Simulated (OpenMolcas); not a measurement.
Pd⁺: effect of the basis set

```
Program             : OpenMolcas 26.06
Method              : MS-CASPT2, IPEA 0.25 Eh, imaginary shift 0.1 Eh (closed shells correlated: 4s 4p)
Active space        : 9 electrons in 6 orbitals (4d 5s)
State averaging     : 2S+1 = 2 even, 29 roots; 2S+1 = 4 even, 10 roots kept (CI in the orbitals of an earlier block)
Spin-orbit coupling : RASSI with atomic mean-field integrals over the reference wave functions, term energies averaged over their components
```

A. ANO-R1 [6s4p3d1f], X2C, finite nucleus; CASPT2 step roughly 7 core-seconds
B. ANO-RCC-VDZP [6s5p3d1f], DKH2, point nucleus; CASPT2 step about 4 core-seconds
C. ANO-R2 [7s5p4d2f1g], X2C, finite nucleus; CASPT2 step roughly 9 core-seconds
D. ANO-RCC-VTZP [7s6p4d2f1g], DKH2, point nucleus; CASPT2 step about 11 core-seconds
E. ANO-R3 [8s6p5d3f2g1h], X2C, finite nucleus; CASPT2 step about 25 core-seconds
F. ANO-RCC-VQZP [8s7p5d3f2g1h], DKH2, point nucleus; CASPT2 step of the order of 50 core-seconds

Energies in cm-1 above 4d9 2D 5/2, the measured ground level; measured values from NIST Handbook of Basic Atomic Spectroscopic Data.

```tsv
Level	A	B	C	D	E	F	Measured
4d9 2D 5/2	0.0	0.0	0.0	0.0	0.0	0.0	0.0
4d9 2D 3/2	3740	3810	3640	3640	3670	3660	3539
4d8 5s 4F 9/2	24780	25310	22850	23720	23360	24480	25084
4d8 5s 4F 7/2	26760	27260	24740	25590	25270	26370	27097
4d8 5s 4F 5/2	28550	29130	26500	27360	27040	28150	28929
4d8 5s 4F 3/2	29560	30140	27480	28340	28020	29120	29948
4d8 5s 2F 7/2	32300	32070	29680	30360	30310	31230	32281
4d8 5s 2F 5/2 [65 %]	34580	34470	31870	32600	32510	33430	34425
4d8 5s 4P 5/2 [61 %]	37170	37480	34030	34910	34760	35730	
4d8 5s 4P 1/2	40180	40730	36690	37650	37480	38470	
4d8 5s 2D 5/2 [59 %]	41270	41650	38400	39250	39050	40000	
4d8 5s 2P 3/2	44990	45010	41060	41800	41740	42650	
4d8 5s 2P 1/2	45810	45790	41670	42390	42370	43270	
4d8 5s 2G 9/2	46030	46250	42310	43270	42880	43760	
4d8 5s 2G 7/2	46070	46290	42350	43310	42920	43800
```

Deviations, from unrounded energies. A percentage is the sum of absolute deviations over the sum of measured energies, with the sign that they share, or ± where signs differ.

| Against measurement | Levels | A | B | C | D | E | F |
| --- | --- | --- | --- | --- | --- | --- | --- |
| mean absolute deviation (cm-1) | 7 | 260 | 190 | 2100 | 1400 | 1600 | 730 |
| fine structure of the ground term (%) | 1 | +5.7 | +7.8 | +2.8 | +2.7 | +3.6 | +3.5 |
| other configurations (%) | 6 | ±0.9 | ±0.6 | -8.2 | -5.5 | -6.3 | -2.8 |

B lies closest to measurement on these levels and C furthest from it. The largest miss of B in the table is 4d9 2D 3/2, by +270 cm-1. The ranking rests on the paired levels alone, and a cruder setting can come out closer through cancelling errors.

The two smallest mean deviations differ by little beside CASPT2's spread within terms, so their order carries little weight.

Among A to F the level of the table that moves most is 4d8 5s 2P 1/2, by 4100 cm-1 (lowest in C, highest in A). Moves below CASPT2's spread within the term are not significant.

Term energies are means over components that CASPT2 splits; among the terms shown or strongly mixed into the levels shown the widest spread is 1100 cm-1 (4d8 5s 2F, C). Terms from blocks run as CI alone lack orbitals of their own. A single d shell beside an s shell can misplace configurations of different d count against each other. Measured partners are found by configuration, term and J. A level has none where our copy of the source lacks it or the pairing is in doubt (some pairs that miss far off the trend of their configuration count as doubtful), and it then counts in no deviation. Only configurations of the active space appear. Levels that lie high or do not pair safely by name in every column are left out.

A share in square brackets marks a mixed level and gives the weight of the term that names it, the lowest over the columns.
